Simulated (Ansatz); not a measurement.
`O[C](F)(F)[AlH2]` + H₂O → `[OH][AlH2]` + `OC(F)F` at 700 K and 1 bar (formal hydrolysis of the Al–C bond).

Calculated with Ansatz (gas phase, PBE0-D4/def2-TZVP geometries, no zero-point term in ΔE). CCSD(T)/CBS adds triple-zeta CCSD(T) − MP2 to the extrapolated MP2 energy (def2 sets, frozen cores). This one scheme is used for every species. Each species was taken in one conformer, which may not be the lowest.

```tsv
species	CCSD(T)/CBS energy (Eh)	H − E (kJ/mol)	S (J/(mol·K))
`O[C](F)(F)[AlH2]`	-556.60393	172.3	448.1
H₂O	-76.37941	80.5	218.4
`[OH][AlH2]`	-319.03157	111.2	312.7
`OC(F)F`	-314.01610	142.9	339.1
```

H − E and S are ideal-gas, rigid-rotor, harmonic terms from PBE0-D4/def2-TZVP, for one conformer and one mirror image of each species. 1 Eh = 2625.50 kJ/mol, R = 8.31446 J/(mol·K).

Q: By hand: ΔE, ΔH, ΔS and ΔG.

A: ΔE = (-319.03157) + (-314.01610) − (-556.60393) − (-76.37941) = -0.06433 Eh = -168.9 kJ/mol. Δ(H − E) = 111.2 + 142.9 − 172.3 − 80.5 = 1.3, so ΔH = -167.6 kJ/mol. ΔS = 312.7 + 339.1 − 448.1 − 218.4 = -14.7 J/(mol·K). ΔG = -167.6 − 700 × (-14.7)/1000 = -157.3 kJ/mol.

Q: By hand: the equilibrium constant, and the temperature at which ΔG would vanish if ΔH and ΔS stayed fixed.

A: log₁₀ K = −ΔG/(RT ln 10) = 11.7. ΔG = 0 at ΔH/ΔS = 11401 K, far beyond where these terms or the molecules hold.

The number of gas molecules stays the same, so ΔS is small and ΔH decides. A doubt of 5 kJ/mol in ΔE shifts log₁₀ K by 0.4 here. Other conformers and mirror images would add mixing entropy, several J/(mol·K) or more a flexible species. Modes under 60 cm⁻¹, often nearly free rotors, make the harmonic entropy too high. These are equilibria of isolated gas molecules and say nothing of rates. Largest T1 diagnostic: 0.013 (customary marks: 0.02 for closed shells, 0.045 for open ones).
